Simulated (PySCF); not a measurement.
Compound: C₈H₆FN.
InChI=1S/C8H6FN/c9-8-5-4-7-3-1-2-6-10(7)8/h1-6H

A linear-response calculation (PySCF, def2-SVPD basis, gas phase, vertical, core orbitals frozen in the response) gave these numbers; the functional is withheld.

Orbital energies (eV): HOMO-3 -11.48, HOMO-2 -10.79, HOMO-1 -8.72, HOMO -7.23, LUMO 0.71, LUMO+1 1.85, LUMO+2 2.28.

| state | E (eV) | f | main configurations (H = HOMO, L = LUMO) |
| --- | --- | --- | --- |
| S1 | 3.85 | 0.057 | H→L (95%) |
| S2 | 4.93 | 0.037 | H→L+1 (57%), H-1→L (40%) |
| S3 | 5.61 | 0.0004 | H→L+2 (87%) |
| S4 | 5.99 | 0.677 | H-1→L (53%), H→L+1 (37%) |
| S5 | 6.31 | 0.0005 | H→L+3 (90%) |
| S6 | 6.47 | 0.221 | H-1→L+1 (65%), H→L+7 (24%) |

Triplets (Tamm–Dancoff): T1 2.78 eV, H→L (91%); T2 3.77 eV, H→L+1 (93%); T3 4.38 eV, H-1→L (84%); T4 5.21 eV, H-1→L+1 (73%), H→L+7 (13%).

Vertical ionisation energy by ΔSCF with the same functional: 7.32 eV. Mean static polarisability: 101.3 au.

Problem. Which of these was used?
A. wB97X-D
B. B3LYP
C. HF
D. PBE

Solution. A. wB97X-D is range-separated, 22% exact exchange at short range and 100% at long range (ω = 0.2 bohr⁻¹). In this run −ε(HOMO) = 7.23 eV differs from the ΔSCF value by -0.08 eV, and S1 differs from the orbital gap of 7.94 eV by -4.09 eV. The ratio −ε(HOMO)/IP is 0.99. Usual ranges for neutral molecules in this basis: 0.89 to 0.99 with wB97X-D, 0.5 to 0.7 with PBE, 0.67 to 0.83 with B3LYP; Hartree–Fock can't fall below 1, since the ion's relaxation only lowers the ΔSCF value. The other options: PBE, a GGA without exact exchange; HF, time-dependent Hartree–Fock, 100% exact exchange; B3LYP, a global hybrid with 20% exact exchange.

Method used: TDDFT wB97X-D/def2-SVPD, vertical, gas phase, core orbitals frozen in the response (PySCF). Geometry: PBE0-D3(BJ)/def2-SVP; no solvent, vibrations or thermal averaging.
